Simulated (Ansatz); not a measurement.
A structure drawn as `BCI`, with this starting geometry:

Cartesian coordinates in Å:
```
B -0.3332 -0.4365 -0.7337
C 0.0437 0.3616 0.5214
I 2.1105 0.0716 0.9025
H 0.4012 -1.0582 -1.3115
H -1.5037 -0.4249 -1.1438
H -0.5643 0.0243 1.4019
H -0.1542 1.4622 0.3633
```

Charge 0, multiplicity 1. I takes the def2 core potential.

(1) Relax it with Ansatz at PBE-D4/def2-SVP and then PBE0-D4/def2-TZVP. Is the drawn bonding still there?

(2) Give the relaxed structure. (Best estimate.)

Atoms count as bonded under 1.1 times the sum of their covalent radii (H–H under 0.85 Å, pairs among N, O and F under 1.55 Å), and a drawn bond as lost past 1.3 times.

## Answers

(1) Yes, every drawn bond is still there and no new one forms.

(2) The calculation gave: 
Z-matrix (Å, degrees):
```
B
I 1 2.503
C 1 1.549 2 59.8
H 1 1.194 2 105.7 3 115.1
H 1 1.194 2 105.7 3 -115.2
H 3 1.086 1 120.9 2 103.6
H 3 1.086 1 120.9 2 -103.6
```
All modes are real.
